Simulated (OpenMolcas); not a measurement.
Os5+: moving or changing the point charges

Os5+ among 6 point charges of -1.7 e arranged as an octahedron (Oh), 1.67 Å from the ion.
```
   1.6700    0.0000    0.0000  -1.70
   0.0000    1.6700    0.0000  -1.70
  -1.6700    0.0000    0.0000  -1.70
   0.0000   -1.6700    0.0000  -1.70
   0.0000    0.0000    1.6700  -1.70
   0.0000    0.0000   -1.6700  -1.70
```

```
Program             : OpenMolcas 26.06
Method              : CASSCF
Basis               : ANO-RCC-VDZP [7s6p4d2f1g]
Scalar Hamiltonian  : DKH2, point nucleus
Active space        : 3 electrons in 5 orbitals (5d)
State averaging     : 2S+1 = 4 even, 10 roots; 2S+1 = 2 even, 40 roots
Spin-orbit coupling : RASSI with atomic mean-field integrals over the reference wave functions
```

Runs around this geometry, states (labels of O, the rotations of Oh). Energies in cm-1 above the lowest state or level, χT in cm3 K/mol; 10Dq and B are least-squares fits to the states below 45000 cm-1, weighted by degeneracy, with a free offset, and given where the rms deviation is under 5 % of |10Dq| (or 100 cm-1) and under 700 cm-1.

```json
{"R (Å)": "1.81", "q (e)": "-0.85", "Ground state": "4A2", "First state of that spin": "4T2 6575", "10Dq": "6735", "B (rms of fit)": "894 (61)", "First gap with spin-orbit (degeneracies)": "7682 (4, 4)", "χT at 300 K": "0.139", "First state of another spin": "2E 16771"}
{"R (Å)": "1.67", "q (e)": "-1.7", "Ground state": "4A2", "First state of that spin": "4T2 19157", "10Dq": "19378", "B (rms of fit)": "900 (172)", "First gap with spin-orbit (degeneracies)": "13006 (4, 4)", "χT at 300 K": "0.652", "First state of another spin": "2E 16905"}
{"R (Å)": "1.9", "q (e)": "-1.7", "Ground state": "4A2", "First state of that spin": "4T2 10438", "10Dq": "10718", "B (rms of fit)": "888 (99)", "First gap with spin-orbit (degeneracies)": "9371 (4, 4)", "χT at 300 K": "0.257", "First state of another spin": "2E 16916"}
```

Taking |10Dq| as R^-n, n = -ln(10718 / 19378) / ln(1.9 / 1.67) = 4.6 between the shortest and longest distance. The point-charge formula for a cubic d site gives n = 5.

Without dynamic correlation the repulsion within the d shell is too large (B by tens of per cent), so at a given field states of lower spin stand too high. Spin-orbit coupling mixes the spin-free states strongly: the lowest level takes only 42 % from its leading state, 4A2 (figures for R = 1.81, q = -0.85; the like holds for R = 1.9, q = -1.7). This field is weak: 10Dq is about 6735 cm-1, while octahedral complexes of 5d ions of charge 3 and more, computed by the same method with explicit ligands, had a median near 35000 cm-1. Ground spin and moment need not be those of a real site (figures for R = 1.81, q = -0.85; the like holds for R = 1.67, q = -1.7, R = 1.9, q = -1.7). This is an electrostatic model: the charges have no orbitals. No measured value stands beside these numbers.
